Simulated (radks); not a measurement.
Ag III, 45 electrons, occupied as [Kr] 4d9. All-electron calculation, scalar-relativistic Kohn-Sham, revPBE, spin-unpolarised, spherical densities, finite nucleus; Fermi nuclear charge, rms radius 4.5454 fm. Program: a radial shooting solver on a logarithmic mesh with Libxc functionals.

Unscreened Slater integrals over Kohn-Sham orbitals (eV).

integral    value
F0(4d,4d)  18.904
F2(4d,4d)  9.3853
F4(4d,4d)  6.1226
F0(4d,4p)  21.236
F2(4d,4p)  10.437
G1(4d,4p)  13.123
G3(4d,4p)  8.0126
F0(4d,4s)  21.908
G2(4d,4s)  9.6386
F0(4d,3d)  25.727
F2(4d,3d)  4.9167
F4(4d,3d)  2.1500
G0(4d,3d)  1.5316
G2(4d,3d)  1.7708
G4(4d,3d)  1.3463
F0(4p,4p)  24.606
F2(4p,4p)  12.901
F0(4p,4s)  25.657
G1(4p,4s)  17.411
F0(4p,3d)  31.914
F2(4p,3d)  7.5278
G1(4p,3d)  2.3752
G3(4p,3d)  2.3179
F0(4s,4s)  26.871
F0(4s,3d)  34.286
G2(4s,3d)  2.7685
F0(3d,3d)  71.560
F2(3d,3d)  35.625
F4(3d,3d)  22.721

Derived for the open shells (J is the average intra-shell exchange parameter used in DFT+U). 4d: Racah B = F2/49 - 5 F4/441 = 0.1221 eV, C = 35 F4/441 = 0.4859 eV, C/B = 3.98, F4/F2 = 0.652, J = (F2 + F4)/14 = 1.108 eV.
